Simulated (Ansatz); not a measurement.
Energy needed to pull apart GaSiH5O (SMILES [OH][GaH][SiH3]), closed shell, into free ground-state atoms, from the structure below (displaced at random from a GFN2-xTB minimum); no zero-point or spin–orbit terms; open-shell atoms are treated unrestricted, in their ground-state multiplicity.

O1  (0.489, -1.888, -0.664)
Ga2  (-0.658, -0.870, 0.125)
Si3  (0.171, 1.400, 0.237)
H4  (0.874, -2.657, -1.060)
H5  (-1.970, -1.627, 0.634)
H6  (1.521, 1.427, 0.870)
H7  (-0.692, 2.286, 0.990)
H8  (0.313, 1.956, -1.129)
(Å)

Computed with Ansatz 0.2.0 (basis: def2-TZVPP); correlated methods freeze the cores. Filled d shells of the heavier atoms are correlated. The def2 sets are not built for correlating such inner shells, so the correlated values are less sure here. B3LYP uses VWN-RPA correlation.

```csv
method,atomization energy (eV)
PBE-D4,23.21
revPBE-D4,22.71
r2SCAN-D4,23.45
PBE0-D4,22.98
B3LYP-D4,23.23
wB97M-V,?
HF,16.93
MP2,23.05
CCSD,?
CCSD(T),23.00
```

Question: What does CCSD give? (To be estimated.)

Answer: By the calculation: 22.74 eV, which is about 0.26 eV less than CCSD(T)/def2-TZVPP.

Question: What does wB97M-V give? (To be estimated.)

Answer: By the calculation: 23.35 eV, which is about 0.35 eV more than CCSD(T)/def2-TZVPP.

In triple zeta the MP2 and coupled-cluster atomization energies are still short of their basis limit by a few kcal/mol a bond, whereas those of the functionals are nearly converged, so these differences are not deviations from converged CCSD(T).

No T1 diagnostic of these runs exceeds 0.015.

For scale, one of the runs: CCSD(T)/def2-TZVPP forces, 191 basis functions (an equivalent command: `ansatz run in.yaml --threads 4`). Hardware: 4 CPU threads, shared host. Wall time 4.5 min; peak host memory 3.8 GiB.
